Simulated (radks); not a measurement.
Q: Tb4+, configuration [Xe] 4f(5/2: 6, 7/2: 0) 6p(1/2: 1, 3/2: 0) (not the ground configuration). Calculated with a radial shooting solver on a logarithmic mesh with Libxc functionals: Dirac Kohn-Sham, PBE, spin-unpolarised, spherical densities, finite nucleus; Fermi nuclear charge, rms radius 5.06 fm. Some entries of the table are withheld. Estimate them.

orbital  occ.  eigenvalue (eV)  <r^2> (bohr^2)
1s1/2       2        -51861.05       0.0006317
2s1/2       2        -8649.533        0.009832
2p1/2       2        -8223.136        0.007126
2p3/2       4        -7476.769        0.008357
3s1/2       2              (1)         0.06540
3p1/2       2        -1788.428         0.06082
3p3/2       4        -1634.416         0.06783
3d3/2       4        -1314.649             (2)
3d5/2       6        -1281.076             (3)
4s1/2       2        -445.6023             (4)
4p1/2       2              (5)          0.3434
4p3/2       4              (6)          0.3805
4d3/2       4        -217.5536          0.4290
4d5/2       6        -211.1675          0.4431
5s1/2       2        -101.4046           1.729
5p1/2       2         -79.5933           2.063
5p3/2       4         -73.8264           2.288
4f5/2       6         -67.2612          0.6843
4f7/2       0         -66.2857          0.6978
6p1/2       1         -29.4024           10.36
6p3/2       0         -28.1848           11.19

A: 
(1) 3s1/2 eigenvalue (eV): -1973.910
(2) 3d3/2 <r^2> (bohr^2): 0.05398
(3) 3d5/2 <r^2> (bohr^2): 0.05593
(4) 4s1/2 <r^2> (bohr^2): 0.3279
(5) 4p1/2 eigenvalue (eV): -372.7113
(6) 4p3/2 eigenvalue (eV): -337.8853
